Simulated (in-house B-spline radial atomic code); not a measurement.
Values are calculated unless marked as measured or tabulated.
Rb in an electron gas of r_s = 3: phase shifts, screening, friction and resistivity

A nucleus sits in a uniform electron gas with a rigid positive background. The Kohn-Sham equations are solved self-consistently in the spin-unpolarised LDA (PW92), non-relativistic, on B-splines with outgoing waves at the boundary and partial waves to l = 8. The model has no lattice, no bands and no magnetic solution. Atomic units; δ_l are the phase shifts at the Fermi level, counted so that each bound state adds π, and good to about 0.0005.

The density parameter is r_s = 3 bohr, near that of the valence electrons of Ag (1 per atom, density 10.5 g/cm³, mass 107.87 u, which gives r_s = 3.02).

| l | δ_l (rad) |
| --- | --- |
| 0 | 11.9095 |
| 1 | 9.1693 |
| 2 | 3.7379 |
| 3 | 0.0052 |
| 4 | -0.0024 |
| 5 | -0.0001 |
| 6 | -0.0002 |
| 7 | 0.0000 |
| 8 | -0.0001 |

Bound levels below the band bottom (hartree): s -10.25, p -7.902, d -3.652, s -0.8846, p -0.3473 and deeper ones.

(1) Check the Friedel sum rule, and say where the screening charge sits.

(2) Find the transport cross section and the electronic stopping of a 10 keV Rb ion (mass 85.47 u).

(3) What residual resistivity would 1 atomic per cent of such centres give in Ag?

(4) On a substitutional site the background of one host ion, a sphere holding 1 charge, is taken out. The phase shifts for l = 0 to 4 become 11.7486, 9.0832, 3.4969, 0.0115, -0.0013. What follows?

Results:

(1) k_F = (9π/4)^(1/3)/r_s = 0.63972. The rule is Z = (2/π) Σ (2l + 1) δ_l. The terms are s 7.582, p 17.512, d 11.898, f 0.023 and -0.017 beyond, in all 36.998 against Z = 37. Bound states hold 8 s, 18 p, 10 d electrons, so the scattering states carry 1.00 in all; where a term is smaller than its bound count, the bound level has drawn weight out of the band.

(2) σ_tr = (4π/k_F²) Σ (l + 1) sin²(δ_l − δ_(l+1)). The terms for l = 0 to 3 are 0.1526, 1.1324, 0.9317, 0.0002, all together 2.2170, so σ_tr = 30.707 × 2.2170 = 68.076 bohr². With n = 3/(4π r_s³) = 0.008842, the friction coefficient is Q = n k_F σ_tr = 0.3851. For v well below v_F = 0.640, dE/dx = Q v; with 24801 eV per u at v = 1, v = √(10000/(24801 × 85.47)) = 0.0687, so dE/dx = 0.02645 hartree/bohr = 13.6 eV/nm. The largest term couples the p and d waves.

(3) Δρ = k_F n_i σ_tr/n in atomic units of 21.74 μΩ·cm. With one host atom per 1 electron, n_i/n = 0.01/1, so Δρ = 0.6397 × 0.01000 × 68.076 × 21.74 = 9.47 μΩ·cm. This is an atom added to the gas, as on an interstitial site.

(4) The Friedel sum is now 36.00, for Z − 1 = 36. The sum in σ_tr is 1.3755, so σ_tr = 42.24 bohr² and Δρ = 5.87 μΩ·cm per atomic per cent, 0.62 times the value above. A real host ion scatters too, so this model doesn't give zero even for the host's own atom.
